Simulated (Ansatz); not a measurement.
Reaction (homolysis of the B–Sn bond): `[BH2][SnH2][OH]` → `[BH2]`• + `[OH][SnH2]`•

Isolated molecules relaxed with PBE0-D4/def2-TZVP in Ansatz; ΔE leaves out vibrations. CBS: MP2 limit from def2 TZ/QZ plus the TZ coupled-cluster correction, frozen cores. This one scheme is used for every species. Functionals use def2-TZVPP. Open shells (•) are unrestricted, without spin–orbit coupling. Elements past krypton have def2 core potentials. For Sn outer-core shells are correlated without core-valence functions, which leaves a few kJ/mol of doubt a bond. Each species was taken in one conformer, which may not be the lowest.

`[BH2][SnH2][OH]`:

```xyz
8

B     1.273   -0.920   -0.226
Sn   -0.180    0.718    0.274
O    -2.041    0.047    0.226
H     0.893   -1.961   -0.671
H     2.446   -0.762   -0.066
H    -0.084    2.021   -0.841
H    -0.075    1.328    1.863
H    -2.230   -0.470   -0.559
```

`[BH2]`•:

Z-matrix (Å, degrees):
```
B
H 1 1.191
H 1 1.191 2 129.5
```

`[OH][SnH2]`•:

Z-matrix (Å, degrees):
```
Sn
O 1 1.976
H 1 1.735 2 106.9
H 1 1.722 2 101.9 3 117.2
H 2 0.960 1 113.3 3 47.4
```

```json
{"level": "PBE", "ΔE (kcal/mol)": "69.7"}
{"level": "revPBE", "ΔE (kcal/mol)": "65.4"}
{"level": "r2SCANh", "ΔE (kcal/mol)": "67.8"}
{"level": "HF/def2-TZVPP", "ΔE (kcal/mol)": "51.7"}
```

**Question.** What does CCSD(T)/CBS give? (An estimate is asked.)

**Answer.** Ansatz gave: +76.4 kcal/mol. The listed levels differ from it by -6.7, -11.0, -8.6, -24.7 kcal/mol.

**Question.** What do rigid-rotor, harmonic-oscillator terms from PBE0-D4/def2-TZVP frequencies (298.15 K, 1 bar) make of the CCSD(T)/CBS value? (An estimate is asked.)

**Answer.** Ansatz gave: ΔZPE = -4.1 kcal/mol, ΔH = +73.2 kcal/mol, ΔS = 144 J/(mol·K), ΔG = +63.0 kcal/mol. Open shells count their whole term as degenerate.

Largest T1 diagnostic among the species: 0.017.

From BLYP to BHLYP (50 % exact exchange), in def2-TZVPP and without D4, ΔE moves by +3.8 kcal/mol. Leaving LDA and LC-ωPBE aside and taking each functional with its dispersion term where it has one, the values, not all of them listed here, spread over 8.4 kcal/mol, from BLYP-D4 to ωB97X-V. LDA lies +11.9 kcal/mol from PBE without D4, its usual overbinding. At CCSD(T), def2-SVP lies −5.5 kcal/mol from the extrapolated value and def2-TZVPP −2.5 kcal/mol: correlation converges slowly with the basis, and small sets miss more of it in the bonded molecule than in its fragments.
